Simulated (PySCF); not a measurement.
A made-up structure of BH$_{3}$S$_{2}$O, closed shell:

```xyz
7
angstrom
B 0.5191 -0.8024 -1.0192
S -0.2489 0.6882 -0.9152
O -1.2886 0.6202 0.4730
S 1.6362 -1.1959 0.1418
H -1.8092 1.4291 0.5976
H -1.3260 -0.1542 1.0560
H 2.6977 -0.5579 -0.3977
```

It is relaxed with PBE-D4/def2-SVP and then PBE0-D4/def2-TZVP (PySCF 2.14 with density fitting (its default auxiliary sets; JK sets also for MP2 and CCSD(T))). Atoms count as bonded within 1.22 times the sum of their covalent radii (H–H: 0.88 Å). The end point is not checked to be a true minimum.

(1) Does its bonding change? (Judge from chemistry; the calculation decides.)

Answers

(1) Computed: Yes. Formed: B1–O3; broken: S2–O3.

Where it ends: The first stage lowers the energy by 5.74 eV in 65 steps. It ends as BH₃S₂O ([OH2][B]([S])[SH]):
| atom | x (Å) | y (Å) | z (Å) |
| --- | --- | --- | --- |
| B1 | 0.2170 | 0.2662 | -0.2290 |
| S2 | -0.2947 | 1.4524 | -1.3058 |
| O3 | -0.8947 | -0.0274 | 0.9109 |
| S4 | 1.6008 | -0.8462 | 0.1261 |
| H5 | -1.6133 | 0.5308 | 0.5437 |
| H6 | -1.1815 | -0.9506 | 0.9860 |
| H7 | 2.2584 | -0.5392 | -1.0008 |

Labels in which every atom is bracketed show which atoms are joined, not bond orders.

For scale, one of the runs: PBE0-D4/def2-TZVP relaxation, 154 basis functions, launched by `OMP_NUM_THREADS=2 python run.py`. Hardware: 2 CPU threads of an Intel Xeon 6975P-C, shared host. Wall time 58 s; peak host memory 1.5 GiB.
